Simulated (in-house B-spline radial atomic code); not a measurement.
Results of a calculation; reference values are marked as such.
C6 from the polarisability at imaginary frequency: Cu+

BSE on G0W0@HF linear response of the closed shell [Ar] 3d10, from an all-electron radial atomic-structure program (B-spline basis); scalar-relativistic (spin-free one-electron X2C), finite nucleus, no spin-orbit coupling.

The dispersion coefficient of two like species is C6 = (3/π) ∫ α(iu)² du from 0 to ∞.

| u (hartree) | α(iu) (bohr³) |
| --- | --- |
| 0 | 5.581 |
| 0.0849 | 5.409 |
| 0.198 | 4.822 |
| 0.339 | 4.014 |
| 0.566 | 3.062 |
| 0.849 | 2.336 |
| 1.27 | 1.698 |
| 1.98 | 1.122 |
| 2.83 | 0.7635 |
| 4.24 | 0.4669 |
| 7.07 | 0.2305 |
| 14.1 | 0.07818 |

Task: Fit one oscillator, α(iu) = α(0)/(1 + u²/ω²), through u = 1.27 and estimate C6.

Result: From α(0)/α(iu) − 1 = 5.581/1.698 − 1 = 2.2868, ω = u/√2.2868 = 0.8398 hartree (22.9 eV). London's formula gives C6 = (3/4) α(0)² ω = 0.75 × 5.581² × 0.8398 = 19.62 hartree·bohr⁶, and the oscillator holds f = α(0) ω² = 3.94 electrons, of a sum of oscillator strengths of 28.7.

Task: How does that compare with the full integral?

Result: The program's quadrature over all excitations gives C6 = 17.12, so the single oscillator is off by +14.6 %. At the last point the fit gives α = 0.0197 against 0.0782: higher excitations, and deeper shells where there are any, keep the true curve higher at large u.
